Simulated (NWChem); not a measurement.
Everything below was run with NWChem. System: AlCl, charge 0, spin multiplicity 1, at a geometry optimised with PBE0/def2-SVP. The structure started from a generated list of species. Level: MP2/def2-TZVP, 10 core orbitals frozen.

The NWChem input:

```
start mol
memory heap 200 mb stack 900 mb global 1100 mb
geometry units angstroms nocenter noautoz
  Al     0.000000     0.000000    -1.216591
  Cl     0.000000     0.000000     0.930334
  symmetry group C2v
end
basis spherical
  * library def2-tzvp
end
scf
  rhf
  nopen 0
  maxiter 100
  thresh 1e-7
  semidirect memsize 60000000 filesize 0
end
mp2
  freeze core 10
end
task mp2 energy
```

Output (cleaned and shortened):

```
             Northwest Computational Chemistry Package (NWChem) 7.3.0
             --------------------------------------------------------

                                NWChem Input Module
                                -------------------

 Scaling coordinates for geometry "geometry" by  1.889725989
 (inverse scale =  0.529177249)

 Turning off AUTOSYM since
 SYMMETRY directive was detected!

                             Geometry "geometry" -> ""
                             -------------------------

 Output coordinates in angstroms (scale by  1.889725989 to convert to a.u.)

  No.       Tag          Charge          X              Y              Z
 ---- ---------------- ---------- -------------- -------------- --------------
    1 Al                  13.0000     0.00000000     0.00000000    -1.21659100
    2 Cl                  17.0000     0.00000000     0.00000000     0.93033400

 Effective nuclear repulsion energy (a.u.)      54.4724068279

            Nuclear Dipole moment (a.u.)
            ----------------------------
        X                 Y               Z
 ---------------- ---------------- ----------------
     0.0000000000     0.0000000000    -0.0000094486

      Symmetry information
      --------------------

 Group name             C2v
 Group number             16
 Group order               4
 No. of unique centers     2

      Symmetry unique atoms

     1    2


 Summary of "ao basis" -> "" (spherical)
 ------------------------------------------------------------------------------
       Tag                 Description            Shells   Functions and Types
 ---------------- ------------------------------  ------  ---------------------
 *                         def2-tzvp                  on all atoms

 Summary of "ao basis" -> "ao basis" (spherical)
 ------------------------------------------------------------------------------
       Tag                 Description            Shells   Functions and Types
 ---------------- ------------------------------  ------  ---------------------
 Al                        def2-tzvp                13       37   5s5p2d1f
[...]
     1   1 0 0     -0.000000      0.000000      0.000000
     1   0 1 0      0.000000      0.000000      0.000000
     1   0 0 1     -0.611055      0.000000     -0.000009

     2   2 0 0    -18.051411      0.000000      0.000000
     2   1 1 0     -0.000000      0.000000      0.000000
     2   1 0 1     -0.000000      0.000000      0.000000
     2   0 2 0    -18.051411      0.000000      0.000000
     2   0 1 1      0.000000      0.000000      0.000000
     2   0 0 2    -21.581623      0.000000    121.255776

                   NWChem MP2 Semi-direct Energy/Gradient Module
                   ---------------------------------------------

  Basis functions       =     74
  Molecular orbitals    =     74
  Frozen core           =     10
  Frozen virtuals       =      0
  Active alpha occupied =      5
  Active beta occupied  =      5
  Active alpha virtual  =     59
  Active beta virtual   =     59
  Use MO symmetry       = T
  Use skeleton AO sym   = T

  AO/Fock/Back tols     =   1.0D-09  1.0D-09  1.0D-09

 GA uses MA = F    GA memory limited = T

 Available:
  local mem=  1.26D+08
 global mem=  1.44D+08
 local disk=  0.00D+00
  mp2_memr nvloc                    59
  nvloc new                    59
   1 passes of   5:        4194304                      25915                   2736599.
   1 passes of   5: M    126152428           G      144168248           F     121958124.

 Semi-direct pass number   1 of   1  for RHF alpha+beta  at        1.0s
  vrange nnbf                  2719
  mp2_eaftype                    10  avail_ma_in_mb                  1099
 EAF : mp2_eaftype filesize          10    1368299.
  mp2_eaf for mointskh                     10
Node 0 wrote      6.4 Mb in      0.0 s     Agg I/O rate:  2070.3 Mb/s
 Done moints_semi at        2.2s
  mp2_eaftype                    10  avail_ma_in_mb                  1089
 EAF : mp2_eaftype filesize          10    1368299.
  mp2_eaf for kh                    10
 Done maket at        2.2s
 Done multipass loop at        2.2s

          -------------------------------------------
          SCF energy                -701.498479151708
          Correlation energy          -0.237582902904
          Singlet pairs               -0.154294573855
          Triplet pairs               -0.083288329049
          Total MP2 energy          -701.736062054612
          -------------------------------------------

          ---------------------------------------------------
                    Spin Component Scaled (SCS) MP2
          Same spin pairs                     -0.055525552699
          Same spin scaling factor             0.333333333333
          Opposite spin pairs                 -0.182057350205
          Opposite spin scaling fact.          1.200000000000
          SCS-MP2 correlation energy          -0.236977337812
          Total SCS-MP2 energy              -701.735456489520
          ---------------------------------------------------

 -----------------------
 Performance information
 -----------------------

 Timer overhead =  2.18D-07 seconds/call

               Nr. of calls         CPU time (s)                 Wall time (s)                GFlops
             ---------------    -------------------     ------------------------------   -------------------
Name         Min   Avg   Max    Min     Avg     Max     Min     Avg     Max   Mx/calls   Min     Max     Sum
mp2: moin     1     1     1    1.1     1.1     1.1      1.1     1.1     1.1     1.1      0.0     0.0     0.0
mp2: make     1     1     1   2.99E-2 2.99E-2 2.99E-2  2.99E-2 2.99E-2 2.99E-2 2.99E-2   0.0     0.0     0.0
mp2: tota     1     1     1    1.2     1.2     1.2      1.2     1.2     1.2     1.2      0.0     0.0     0.0

 The average no. of pstat calls per process was 3.00D+00
 with a timing overhead of 6.53D-07s

 Task  times  cpu:        2.2s     wall:        2.2s

 Total times  cpu:        2.2s     wall:        2.2s
```
